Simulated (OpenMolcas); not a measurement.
In: thermal populations, the spin-orbit constant, worked from levels

```json
{
 "Program": "OpenMolcas 26.06",
 "Basis": "ANO-RCC-VDZP [6s5p3d1f]",
 "Scalar Hamiltonian": "DKH2, point nucleus",
 "Active space": "3 electrons in 4 orbitals (5s 5p)",
 "State averaging": "2S+1 = 4 odd, 1 root (0 in the spin-orbit step); 2S+1 = 2 odd, 3 roots; 2S+1 = 4 even, 3 roots; 2S+1 = 2 even, 5 roots",
 "Spin-orbit coupling": "RASSI with atomic mean-field integrals over the reference wave functions, term energies averaged over their components"
}
```

Methods: CASSCF; SS-CASPT2, IPEA 0.25 Eh, imaginary shift 0.1 Eh (closed shells correlated: 4d). Measured levels: NIST Handbook of Basic Atomic Spectroscopic Data.

**Thermal populations.** Z = Σ (2J + 1) exp(-E/kT) with k = 0.695035 cm-1/K, over the levels below. No other level of either list lies under 24300 cm-1, which is above 7 kT at each temperature.

| Level | 2J + 1 | SS-CASPT2 | measured |
| --- | --- | --- | --- |
| 5s2 5p 2P* 1/2 | 2 | 0.0 | 0.0 |
| 5s2 5p 2P* 3/2 | 4 | 2090 | 2213 |

```json
{"T (K)": "2000", "Z, SS-CASPT2": "2.889", "Z, measured levels": "2.814", "Ground level (%), SS-CASPT2": "69.2", "Ground level (%), measured levels": "71.1"}
{"T (K)": "3000", "Z, SS-CASPT2": "3.468", "Z, measured levels": "3.384", "Ground level (%), SS-CASPT2": "57.7", "Ground level (%), measured levels": "59.1"}
{"T (K)": "5000", "Z, SS-CASPT2": "4.192", "Z, measured levels": "4.116", "Ground level (%), SS-CASPT2": "47.7", "Ground level (%), measured levels": "48.6"}
```

At 5000 K, kT = 3475 cm-1, and the computed levels give Z = 2.000 + 2.192 = 4.192.

**The spin-orbit constant.** For the Hund term 2P* of p1, E(J) = (A/2) J(J+1) + constant and ζ = 2S·A = A. From J = 1/2 to J = 3/2 the energy changes by 1.5 A.

```
   Source  E(3/2) - E(1/2)       A     ζ
   CASSCF           2085.4  1390.3  1390
SS-CASPT2           2085.4  1390.3  1390
 measured           2212.6  1475.1  1475
```

All in cm-1. SS-CASPT2 is off by -5.7 % and CASSCF by -5.7 %. Both methods take the spin-orbit matrix elements from the reference wave functions, so the second can move ζ only through the term energies and any multistate remixing.

Some high roots are left out of the spin-orbit mixing, which shifts the levels that they would mix with. Without dynamic correlation excited terms often stand tens of per cent too high (terms of higher spin than the ground term too low), and those without a measured partner can miss by more than the paired ones (holds for CASSCF). Measured partners are found by configuration, term and J. A level has none where our copy of the source lacks it or the pairing is in doubt (some pairs that miss far off the trend of their configuration count as doubtful), and it then counts in no deviation. Only configurations of the active space appear.

* marks odd parity.
